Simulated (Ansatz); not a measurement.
Single points on [TcNCl4]2- (TcNCl₄²⁻).

```yaml
crystal:
  periodic: [false, false, false]
  atoms:
    - {symbol: Tc, position_ang: [0.000139, -0.000234, 0.141132]}
    - {symbol: N, position_ang: [0.002244, -0.005774, 1.725441]}
    - {symbol: Cl, position_ang: [2.369902, 0.012958, -0.469370]}
    - {symbol: Cl, position_ang: [-0.017565, 2.371985, -0.459616]}
    - {symbol: Cl, position_ang: [-2.371050, -0.010100, -0.463865]}
    - {symbol: Cl, position_ang: [0.016320, -2.368847, -0.473721]}
basis:
  gaussian: {orbitals: def2-TZVPD, initial_orbitals: start.molden}
total_charge: -2
hamiltonian: {xc: hse06, dispersion: d4}
scf: {omitted_lower_state_checks: [starts]}
output: {orbitals: {seedname: orbitals}}
```

The file start.molden holds the orbitals of an earlier run on this structure, at another level or in another basis.

```sh
$ ansatz run in.yaml --threads 4 --pin off --events-out ev --progress --plain --max-ram 8704MiB
```

Shortened log:

```
Functional definition: HSE06
1785 factors; their error is unknown
121 factors; integrals over basis functions are off by at most 8.2e-6 eV
mean field evaluation 1: about -53769.1791 eV, gradient 5.5e-1 eV
mean field evaluation 2: about -53769.1796 eV, gradient 6.1e-4 eV
mean field evaluation 4: about -53769.3032 eV, gradient 1.7e-5 eV
mean field -53769.30322851 eV, -1975.9854475052 hartree, gradient 2.5e-5 eV, S^2 0.000000; 0 other end points of the search recorded, 0 dependent functions left out
reference -53769.30328483 eV, -1975.9854495747 hartree; 46, 46 occupied and 215, 215 virtual orbitals, 1785 factors
Total energy: -53769.65654650 eV, -1975.9984317016 hartree
Checks for a lower state left out: starts
```

It took 11 s on 4 threads of Arm Neoverse V1 on a shared host, peak host memory 1.1 GiB.

The first input with `gaussian: {orbitals: def2-SVPD, initial_orbitals: start.molden}`, `hamiltonian: {xc: pbe0, dispersion: d4}` (abridged; 4.3 s):

```
Functional definition: PBE0
mean field -53751.64172122 eV, -1975.3363990836 hartree, gradient 2.6e-5 eV, S^2 0.000000
Total energy: -53752.01255283 eV, -1975.3500268939 hartree
Checks for a lower state left out: starts
```

The first input with `hamiltonian: {xc: pbe}`, `correlation: {method: rpa}` and without the key `output` (abridged; 13 s):

```
Functional definition: PBE
mean field -53768.02342686 eV, -1975.9384156619 hartree, gradient 5.2e-6 eV, S^2 0.000000
21 core orbitals not correlated: weight in the atoms' cores, before any rotation towards them, 1.000 or more for the frozen orbitals, at most 0.000 for the correlated occupied ones
Total energy: -53740.33492488 eV, -1974.9208819820 hartree
Checks for a lower state left out: starts
```

As the first input, with `hamiltonian: {xc: {name: wB97M-V}}` (abridged; 23 s):

```
Functional definition: wB97M-V
mean field -53783.67656116 eV, -1976.5136577372 hartree, gradient 2.2e-5 eV, S^2 0.000000
Total energy: -53783.67662824 eV, -1976.5136602023 hartree
Checks for a lower state left out: starts
```

The first input with `hamiltonian: {xc: pbe, dispersion: d4}` (abridged; 4.3 s):

```
Functional definition: PBE
mean field -53768.02343925 eV, -1975.9384161172 hartree, gradient 1.4e-5 eV, S^2 0.000000
Total energy: -53768.45278942 eV, -1975.9541944448 hartree
Checks for a lower state left out: starts
```

First input, but with `hamiltonian: {xc: r2scan, dispersion: d4}` (abridged; 9.5 s):

```
Functional definition: r2SCAN
mean field -53786.25300661 eV, -1976.6083403612 hartree, gradient 1.1e-5 eV, S^2 0.000000
Total energy: -53786.35050949 eV, -1976.6119235259 hartree
Checks for a lower state left out: starts
```

First input, but with `gaussian: {orbitals: def2-SVPD, initial_orbitals: start.molden}`, `hamiltonian: {xc: pbe, dispersion: d4}` (abridged; 2.6 s):

```
Functional definition: PBE
mean field -53749.27374892 eV, -1975.2493777066 hartree, gradient 1.5e-5 eV, S^2 0.000000
Total energy: -53749.70309253 eV, -1975.2651557933 hartree
Checks for a lower state left out: starts
```

Geometry: PBE0-D4/def2-SVPD.

In the def2 sets Tc takes a core potential; there is no spin–orbit coupling. HSE06 is defined as in plane-wave codes, on full-range PBE exchange. Correlated methods freeze 21 core orbitals; core or outer-core shells of Tc are correlated, in sets that lack core-valence functions. A multiply charged anion in the gas phase is held together partly by the finite basis. Removing one electron lowers the energy by 0.78 eV at PBE0-D4/def2-TZVPD, so it isn't bound. At HSE06-D4/def2-TZVPD, PBE0-D4/def2-SVPD, PBE-D4/def2-TZVPD, r2SCAN-D4/def2-TZVPD and others the highest occupied level of the charge -2 singlet lies above zero (up to 3.77 eV). By energy differences it is unbound by 1.17 eV (vertical, against the charge -1 doublet, at PBE-D4/def2-TZVPD) and held by the finite basis.
